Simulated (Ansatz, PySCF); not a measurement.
Gas-phase reaction in SMILES: C[SiH](C)O[SiH](Cl)Cl + 6 [H][H] (H2) -> 2 C (CH4) + 2 Cl (HCl) + O (H2O) + 2 [SiH4] (SiH4)
Geometries: B3LYP-D3(BJ)/def2-TZVP minima from Ansatz (a program for electronic structure), one conformer each, not searched for the lowest. Frequencies are from Ansatz or PySCF.

Wanted: energy of full hydrogenation (0 K, with B3LYP-D3(BJ) harmonic zero-point energies), in kcal/mol. Valence correlation only, unless marked. Spin-orbit coupling is left out. Non-relativistic. Basis-set limits of correlation are two-point, X^-3; Hartree-Fock from the larger set.

CCSD(T)/CBS(cc-pV(T+d)Z,cc-pV(Q+d)Z) (Ansatz) gives 88.4 kcal/mol.

Problem. Another calculation gave 76.2 kcal/mol. Which level was it?
A. BHLYP/def2-TZVPD (Ansatz)
B. wB97X-V/def2-TZVPD (Ansatz)
C. LC-wPBE/def2-TZVPD (Ansatz)
D. BLYP/def2-TZVPD (Ansatz)

Solution. C, LC-wPBE/def2-TZVPD (Ansatz). The others give 82.8 (wB97X-V), 72.8 (BHLYP), 70.2 (BLYP) kcal/mol.
